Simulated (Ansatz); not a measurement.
The first iterations of a band of CH3NO2Si (8 atoms, charge 0, multiplicity 1).

These are results of Ansatz 0.2.0, RKS PBE-D4/def2-SVP, not measurements.

* movable images: 6
* climbing image: no
* spring: 5.0 eV/Å²
* optimiser: quadratic models (default)
* start path: through a guess of the saddle point
* force threshold: 0.05 eV/Å
* iteration limit: 60
* end points: relaxed

First end point:

```xyz
8
Properties=species:S:1:pos:R:3
O -0.793 0.964 1.813
C -0.242 0.220 0.858
N 1.002 -0.167 0.732
Si -0.007 -0.737 -0.639
O 0.156 -0.146 -2.188
H -0.062 1.183 2.443
H -0.368 -2.167 -0.811
H 0.405 0.793 -2.263
```

Last end point:

```xyz
8
Properties=species:S:1:pos:R:3
O -0.123 0.967 2.026
C 0.132 0.197 0.956
N 1.282 -0.311 0.612
Si 0.007 -0.713 -0.588
O 0.008 -0.079 -2.130
H -1.080 1.162 2.022
H -0.535 -2.088 -0.735
H 0.401 0.808 -2.219
```

| iteration | highest image above the first end (eV) | largest band force component (eV/Å) |
| --- | --- | --- |
| 1 | 4.903 | 33.440 |
| 2 | 0.720 | 2.366 |

Question: Does the band converge within its limit, and where does its top end?

Answer: It converged. It ended after 8 iterations with the highest image 0.459 eV above the first end. No image climbed, so the highest image needn't sit at the top of the path.

Run time: 2.5 min on 1 thread of Intel(R) Xeon(R) Processor @ 2.70GHz, on a shared host, peak memory 0.14 GiB.
